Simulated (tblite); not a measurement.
CsI, charge -1, doublet, at the geometry of the source list (GFN-xTB shapes and energies of metal compounds can be far from the true ones) (a state made from the parent by changing its charge; the spin is typed, not shown lowest); IPEA1-xTB in tblite.

tblite was given this input:
```
$ tblite run mol.xyz --method ipea1 --charge -1 --spin 1 --json tblite.json --no-restart

# file mol.xyz
2

Cs    -1.12140000    -0.79660000    -0.95550000
I      1.12140000     0.79660000     0.95550000
```

Question: Write the output that tblite gives for this input, abridged.

Answer: 
```
xTB calculator
 | screened Coulomb repulsion
 | Coulomb electrostatics
 |  * isotropic Klopman-Ohno-Mataga-Nishimoto electrostatics
 |  * onsite third-order electrostatics
 | DFT-D3(BJ) dispersion correction

halogen bonding energy    0.0000000000000E+00 Eh
repulsion energy          4.0222419404950E-03 Eh
dispersion energy        -2.6770166458465E-04 Eh
number of electrons       9.0000000000000E+00 e
integral cutoff           4.0000000000000E+01 bohr

------------------------------------------------------------
  cycle        total energy    energy error   density error
------------------------------------------------------------
      1     -5.050459253462  -5.0542138E+00   1.8278716E+00
      2     -4.495803552056   5.5465570E-01   5.7341109E-01
      3     -4.481360579760   1.4442972E-02   5.1668889E-01
      4     -4.457226054737   2.4134525E-02   4.6671659E-01
      5     -4.495235255410  -3.8009201E-02   6.7548626E-02
      6     -4.493787505190   1.4477502E-03   1.0936730E-01
      7     -4.493992430894  -2.0492570E-04   1.0345244E-01
      8     -4.495863420675  -1.8709898E-03   2.8195829E-02
      9     -4.496008379666  -1.4495899E-04   5.3646764E-03
     10     -4.496014399280  -6.0196139E-06   5.7939249E-04
     11     -4.496014380027   1.9252963E-08   3.1843171E-04
     12     -4.496014398253  -1.8225507E-08   1.0030020E-04
     13     -4.496014399764  -1.5111929E-09   5.1184075E-05
     14     -4.496014400271  -5.0740745E-10   1.1403431E-05
------------------------------------------------------------

electronic energy        -4.4997689405472E+00 Eh
total energy             -4.4960144002713E+00 Eh

Post processing:
 | Mayer-Wiberg bond orders

[Info] JSON dump of results written to 'tblite.json'
```
